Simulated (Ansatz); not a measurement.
Ansatz (a program for electronic structure) input (B2PLYP/def2-TZVPD):

Ansatz 0.2 input:
```yaml
crystal:
  periodic: [false, false, false]
  atoms:
    - {symbol: Ti, position_ang: [-0.84283315, -0.23561811, 0.03778574]}
    - {symbol: H, position_ang: [-1.02411941, -1.22761485, 1.40743163]}
    - {symbol: H, position_ang: [-1.80361505, 1.15528482, 0.15801661]}
    - {symbol: H, position_ang: [-1.25062372, -1.06950092, -1.38014043]}
    - {symbol: S, position_ang: [1.32051351, 0.41536543, -0.12603821]}
    - {symbol: H, position_ang: [1.49247130, -0.32041739, 1.00001736]}
basis:
  gaussian:
    orbitals: def2-TZVPD
hamiltonian:
  xc: {name: B2PLYP}
total_charge: -1
magnetization: {spin_polarized: true, initial_magnetization: 1}
correlation: {electrons: outside_noble_gas}
```

End of the output:

```
integrals: 0.13 GiB planned
1014 factors; integrals over basis functions are off by at most 9.1e-4 eV
mean field: 0.81 GiB planned
mean field evaluation 1: about -34000.4011 eV, gradient 1.5e1 eV
mean field evaluation 2: about -34000.4128 eV, gradient 1.5e1 eV
mean field evaluation 4: about -34002.2566 eV, gradient 3.4e0 eV
mean field evaluation 8: about -34002.4082 eV, gradient 7.4e-1 eV
mean field evaluation 16: about -34002.4997 eV, gradient 1.3e-1 eV
mean field evaluation 32: about -34002.5034 eV, gradient 2.1e-4 eV
mean field evaluation 64: about -34002.4957 eV, gradient 9.6e-1 eV
mean field -34002.50341129 eV, -1249.5689526404 hartree, gradient 5.2e-6 eV, S^2 0.754845; 6 other end points of the search recorded, 0 dependent functions left out
14 core orbitals not correlated
reference -34002.50358658 eV, -1249.5689590822 hartree; 8, 7 occupied and 108, 109 virtual orbitals, 1014 factors
second order -11.15948624 eV of doubles, -0.00000000 eV of singles
Total energy: -34005.51664787 eV, -1249.6796870421 hartree
```

This state (charge -1, doublet) is run at the relaxed geometry of the species with charge 0 and multiplicity 1.
